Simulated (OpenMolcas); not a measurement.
## Pt2+ in NaCl

Pt2+ with its 6 nearest chloride ions at 2.651 Å, on the Na site of NaCl (a = 5.64056 Å, distance in the model lattice 2.820 Å). The rest of the host is ab initio model potentials to 7.6 Å, with orthogonalisation functions on the cations behind the ligands, and point charges beyond; the distance is set by hand and nothing relaxes, and no local charge compensation is placed. Ligand basis ANO-RCC-VDZP.
```
Pt    0.0000    0.0000    0.0000
Cl    2.6510    0.0000    0.0000
Cl    0.0000    2.6510    0.0000
Cl   -2.6510    0.0000    0.0000
Cl    0.0000   -2.6510    0.0000
Cl    0.0000    0.0000    2.6510
Cl    0.0000    0.0000   -2.6510
```

| Property | Result |
| --- | --- |
| Program | OpenMolcas |
| Method | SS-CASPT2, IPEA 0.25 Eh, imaginary shift 0.1 Eh (closed shells correlated: 5s 5p and the ligand valence shells) |
| Basis | ANO-RCC-VTZP [8s7p5d3f1g] |
| Scalar Hamiltonian | DKH2, point nucleus |
| Active space | 8 electrons in 5 orbitals (5d) |
| State averaging | 2S+1 = 3 even, 10 roots; 2S+1 = 1 even, 15 roots |
| Spin-orbit coupling | state interaction with AMFI integrals over the reference wave functions |

The lowest spin-free states (labels of O, the rotations of Oh), above the lowest:

| State | Degeneracy | E (cm-1) |
| --- | --- | --- |
| 3A2 | 1 | 0 |
| 1E | 2 | 5880 |
| 1A1 | 1 | 12480 |
| 3T2 | 3 | 12630 |
| 3T1 | 3 | 18190 |
| 1T2 | 3 | 19850 |
| 1T1 | 3 | 22630 |
| 3T1 | 3 | 27640 |
| 1E | 2 | 35820 |
| 1T2 | 3 | 35820 |
| 1A1 | 1 | 49270 |

The lowest levels with spin-orbit coupling:

```
E (cm-1)  Degeneracy  Label      2S+1
       0           3     T2         3
    4970           2      E  1 (75 %)
   10870           1     A1  1 (55 %)
   11090           3     T1         3
   11400           2      E  3 (88 %)
   14590           3     T2  3 (76 %)
   17690           1     A2         3
   20150           1     A1  3 (58 %)
   20770           3     T1         3
   20830           3     T2  3 (52 %)
   23670           3     T2         3
   25490           2      E  3 (77 %)
   26730           3     T1  1 (86 %)
   29770           1     A1  3 (82 %)
   31820           2      E         3
   32050           3     T1         3
   33530           3     T2  3 (57 %)
   41080           2      E  1 (86 %)
   41180           3     T2  1 (80 %)
   56350           1     A1  1 (85 %)
```

Powder χT (cm3 K/mol): 1.77 at 2 K, 1.77 at 10 K, 1.77 at 50 K, 1.78 at 100 K, 1.79 at 200 K, 1.8 at 300 K. The effective moment at 300 K is 2.828 √(χT) = 3.80 μB.

The lowest level has 2S+1 = 3, for which the spin-only value is χT = S(S+1) / 2 = 1.000 cm3 K/mol (g = 2). The computed 1.805 at 300 K differs by +0.805, through orbital momentum, spin-orbit coupling and any other state in reach.

Roots that are degenerate in the reference are averaged as groups; the widest CASPT2 spread within a group is 500 cm-1 (the 3-fold group of multiplicity 3 near 12600 cm-1 above the lowest state of its run). Shifts and gaps below about the spread of the groups concerned are not significant. Over all roots computed the reference weight is 0.65 to 0.66; a low but even weight reflects the number of correlated electrons. Real 4d8 and 5d8 ions are as a rule square planar and diamagnetic. Ligand-to-metal charge-transfer states are missing. With no ligand orbital active B as a rule stays too high, so bands that hang on it stand too high and its fall with covalency is understated. With one d shell and no ligand orbital active, 10Dq can be off by a tenth or more. No measured value stands beside these numbers; the geometry was set by hand and not optimised.
